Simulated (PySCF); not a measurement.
A structure optimised at PBE-D3(BJ)/def2-SVP, used in a PySCF frequency run:

```
O
C 1 1.4094
H 2 1.1153 1 108.65
H 2 1.1183 3 106.37 1 120.21
C 2 1.5246 3 109.34 4 118.20
H 5 1.1087 2 110.48 3 63.33
H 5 1.1094 6 108.41 2 121.79
H 5 1.1097 6 107.92 7 116.90
Al 1 1.7229 2 134.51 3 127.13
H 9 1.6035 1 117.57 2 -2.33
C 9 1.9540 10 125.12 1 179.63
H 11 1.1086 9 111.93 10 179.89
H 11 1.1111 12 108.04 9 -122.63
H 11 1.1111 12 108.06 13 -114.72
```
Charge 0, spin multiplicity 1.

Problem. Write its SMILES and formula.

Solution. CC[O][AlH][CH3], C₃H₉AlO

Problem. What are its rotational constants (standard atomic weights)?

Solution. 11.579, 1.5920, 1.5301 GHz
